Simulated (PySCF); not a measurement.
# Electron correlation in Cl(3+) (chlorine, charge +3)

[Ne] 3s2 3p2, high-spin 3P determinant. Computed with PySCF 2.14 in cc-pVDZ-DK (4s3p1d, 18 functions), with scalar relativity by spin-free X2C-1e. Frozen: [Ne]; 4 electrons correlated.

MP2 pair energies summed by pair of shells (mhartree):

```json
{"pair": "3s-3p", "energy": "-33.64", "share (%)": "61.3"}
{"pair": "3s-3s", "energy": "-15.67", "share (%)": "28.5"}
{"pair": "3p-3p", "energy": "-5.61", "share (%)": "10.2"}
```

Total MP2 correlation energy: -54.92 mhartree.

Same-spin part -8.32 and opposite-spin part -46.60 mhartree; SCS-MP2 scales them by 1/3 and 6/5 to -58.69 mhartree.

```
  level  correlation energy (mhartree)
   CCSD                         -76.84
    (T)                          -0.74
CCSD(T)                         -77.58
```

Diagnostics: T1 = 0.0061, D1 = 0.0165, largest double amplitude 0.106.

Problem. Is a single reference adequate?

Solution. Mostly. T1 lies below 0.03, but a double amplitude of this size points to a near-degeneracy that CCSD handles and MP2 describes poorly.
